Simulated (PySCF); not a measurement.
One entry of a table of gas-phase calculations, keyed by method. Lists by class give the value and the number of equivalent atoms.

```json
{
 "formula": "C7H11BF2",
 "smiles": "FB(F)[C@H]1CCC2(CC2)C1",
 "charge": 0,
 "multiplicity": 1,
 "geometry_level": "PBE0-D3(BJ)/def2-SVP",
 "atoms_angstrom": [
  ["F", 3.733, 0.611, 0.349],
  ["B", 2.618, -0.066, 0.562],
  ["F", 2.671, -0.981, 1.518],
  ["C", 1.307, 0.164, -0.248],
  ["C", 0.826, -1.097, -0.991],
  ["C", -0.625, -0.773, -1.346],
  ["C", -1.125, 0.083, -0.182],
  ["C", -2.431, -0.197, 0.5],
  ["C", -2.283, 1.018, -0.368],
  ["C", 0.096, 0.494, 0.644],
  ["H", 1.451, 0.976, -0.981],
  ["H", 1.442, -1.342, -1.869],
  ["H", 0.868, -1.962, -0.307],
  ["H", -0.655, -0.192, -2.283],
  ["H", -1.235, -1.676, -1.503],
  ["H", -2.479, -0.052, 1.584],
  ["H", -3.038, -1.029, 0.131],
  ["H", -2.238, 1.997, 0.117],
  ["H", -2.785, 1.021, -1.341],
  ["H", 0.068, 1.553, 0.944],
  ["H", 0.142, -0.105, 1.569]
 ],
 "electronic_structure_code": "PySCF",
 "results": {
  "PBE0-D3(BJ)/def2-SVP geometry optimisation, gas phase": {
   "point_group": "C1",
   "rotational_constants_GHz": [2.941, 0.692, 0.67]
  },
  "B3LYP/def2-SVPD ground state, ΔSCF and vertical TDDFT (core frozen in the response)": {
   "dipole_D": 1.82,
   "homo_eV": -7.53,
   "lumo_eV": -0.14,
   "S1_eV": 6.63,
   "strongest_line_of_10_singlets_eV": 7.23,
   "T1_tda_eV": 6.57,
   "polarisability_au": 91.0,
   "vertical_ip_eV": 9.65,
   "r2_bohr2_about_centre_of_nuclear_charge": 1730.5,
   "singlets_eV_and_f": [
    [6.63, 0.005],
    [6.97, 0.009],
    [7.23, 0.038],
    [7.39, 0.017],
    [7.47, 0.004],
    [7.58, 0.004],
    [7.62, 0.008],
    [7.67, 0.002],
    [7.94, 0.009],
    [8.02, 0.005]
   ],
   "triplets_tda_eV": [6.57, 6.84, 6.92, 7.24]
  },
  "B3LYP/pcSseg-1 ground state and GIAO shieldings, non-relativistic": {
   "shift_vs_computed_TMS_C_by_class_ppm": [
    [44.3, 1],
    [43.0, 1],
    [35.0, 1],
    [29.0, 1],
    [22.0, 1],
    [19.3, 1],
    [18.7, 1]
   ],
   "shift_vs_computed_TMS_H_by_class_ppm": [
    [1.79, 1],
    [1.76, 1],
    [1.67, 1],
    [1.66, 1],
    [1.44, 1],
    [1.3, 1],
    [1.27, 1],
    [0.66, 1],
    [0.58, 1],
    [0.44, 1],
    [0.44, 1]
   ],
   "shielding_other_nuclei_by_class_ppm": [
    ["B", 67.0, 1],
    ["F", 244.6, 2]
   ]
  }
 }
}
```

With B = h/(8π²I), that is 505.379 GHz u Å² over I, the principal moments of inertia are 171.9, 730.0 and 754.5 u Å² (most abundant isotopes); the inertial defect Ic − Ia − Ib is -147.4 u Å² (zero for a rigid planar frame, negative otherwise). No computed singlet falls in the visible range (750 to 380 nm, 1.65 to 3.26 eV); S1 lies 3.37 eV above its blue end.

 NMR classes are plain means over equivalent atoms (diastereotopic ones count apart unless rotation or inversion swaps them), as if these changed places fast; in this geometry the members of some classes differ.

One conformer stands for the species.
